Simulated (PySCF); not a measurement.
V: ionisation energy

V [Ar] 3d3 4s2 (4F) → V⁺ [Ar] 3d4 (5D), as a difference of total energies. Calculation: PySCF 2.14, in def2-TZVPPD; the non-relativistic Hamiltonian (point nucleus). Correlated levels: valence: [Ar] frozen. The calculations carry no spin-orbit coupling.

```csv
method,ionisation energy (eV)
UHF,5.911
MP2 (valence),6.266
SCS-MP2 (valence),6.771
CCSD (valence),6.499
CCSD(T) (valence),6.543
```

How much does correlation contribute at CCSD(T) (valence)?

6.543 − (5.911) = 0.632 eV, measured against UHF.

These non-relativistic numbers lack the scalar-relativistic shift.

Errors of the correlated levels include the incompleteness of this basis and the frozen core.

For comparison: 6.732 eV (measured; NIST levels, between the centres of gravity of the two terms).
